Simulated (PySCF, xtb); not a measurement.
C₄H₉FSi, SMILES [SiH3][C@]1(F)C[C@@H]1C.

GFN2-xTB (xtb) at its own geometry gives an orbital gap of 5.56 eV and a dipole moment of 2.27 D.

Coordinates come from a PBE-D3(BJ)/def2-SVP optimisation. The structure was generated by enumeration; whether it is a known compound was not checked.

What does PBE/def2-TZVP (PySCF) give? (Estimate from the structure and the level; the computed values follow.)

gap 6.34 eV (levels -6.53 and -0.19 eV), dipole 1.70 D.
